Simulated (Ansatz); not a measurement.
# Two structures, one formula

The two ends of one reaction step of BSiH$_{6}$Br, singlet (PBE0-D4/def2-TZVP).

A:

| atom | x (Å) | y (Å) | z (Å) |
| --- | --- | --- | --- |
| B1 | -0.7818 | -0.2793 | -0.7044 |
| Si2 | 1.1451 | -0.0385 | -0.1850 |
| H3 | -1.2303 | 0.4096 | -1.5792 |
| H4 | -1.2778 | -1.3606 | -0.5639 |
| H5 | -1.0371 | 0.4036 | 2.0959 |
| Br6 | -1.8592 | 0.8258 | 1.0068 |
| H7 | 1.3740 | -0.4694 | 1.2329 |
| H8 | 1.6202 | 1.3737 | -0.2639 |
| H9 | 2.0469 | -0.8647 | -1.0392 |

B:

B1  (-1.096, -0.197, -0.157)
Si2  (1.075, 0.096, 0.053)
H3  (-0.569, 0.254, -1.157)
H4  (-1.650, -1.226, -0.400)
H5  (-0.214, -0.708, 0.655)
Br6  (-2.079, 1.162, 0.886)
H7  (1.798, -0.239, 1.311)
H8  (1.104, 1.558, -0.132)
H9  (1.631, -0.700, -1.060)
(Å)

Program: Ansatz 0.2.0. Basis: def2-TZVPP. Cores are frozen in the correlated methods. Filled d shells of the heavier atoms are correlated. The def2 sets are not built for correlating such inner shells, so the correlated values are less sure here. B3LYP uses VWN-RPA correlation.

Task: Which structure is lower at CCSD(T), and by how much? (Judge from chemistry; the value comes from the calculation.)

Result: Computed: B, by 90.1 kJ/mol (electronic energy, against the other). By their contacts, A is BSiH₆Br ([SiH3][BH2][BrH]) and B is BSiH₆Br ([Br][BH2]1[H][SiH3]1).

All methods give the same order:

| method | E(B) − E(A) (kJ/mol) |
| --- | --- |
| SPW92 | -105.7 |
| PBE-D4 | -95.4 |
| BLYP-D4 | -85.7 |
| r2SCAN-D4 | -100.2 |
| B97M-V | -89.2 |
| PBE0-D4 | -98.1 |
| B3LYP-D4 | -89.3 |
| r2SCAN0-D4 | -101.8 |
| BHLYP-D4 | -91.0 |
| CAM-B3LYP-D4 | -91.7 |
| wB97X-V | -93.3 |
| wB97M-V | -96.5 |
| B2PLYP | -92.9 |
| PBE-QIDH | -101.1 |
| RPA on PBE | -83.7 |
| HF | -80.7 |
| MP2 | -100.3 |
| CCSD | -88.6 |
| CCSD(T) | -90.1 |

No T1 diagnostic of these runs exceeds 0.010.

Labels in which every atom is bracketed show which atoms are joined, not bond orders.

For scale, one of the runs: CCSD(T)/def2-TZVPP, 205 basis functions, launched by `ansatz run in.yaml --threads 4 --pin off --events-out ev --progress --plain --max-ram 9574MiB`. The run took 68 s on 4 CPU threads of an Arm Neoverse V1 (shared host), with 2.6 GiB of host memory at its peak.
